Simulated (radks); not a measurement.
Task: The mean radii <r> (bohr) of the occupied orbitals of an atom or ion are listed with their occupations. All-electron calculation, non-relativistic Kohn-Sham, PBE, spin-polarised, spherical densities, point nucleus. Program: a radial shooting solver on a logarithmic mesh with Libxc functionals.

| orbital | occ. | <r> |
|---|---|---|
| 1s | 2 | 0.02047 |
| 2s | 2 | 0.08641 |
| 2p | 6 | 0.07310 |
| 3s | 2 | 0.2165 |
| 3p | 6 | 0.2064 |
| 3d | 10 | 0.1805 |
| 4s | 2 | 0.4312 |
| 4p | 6 | 0.4281 |

Name the element and its charge. Open shells, if any, are filled with parallel spins first.

Result: Z = 74, tungsten, charge +38: W38+ in [Kr]. The 1s radius gives Z: for a bare nucleus <r> = 1.5/Z, 0.02027 bohr for Z = 74, and screening makes it slightly larger (0.02047 here). The occupations add up to 36, and the charge is Z minus that.
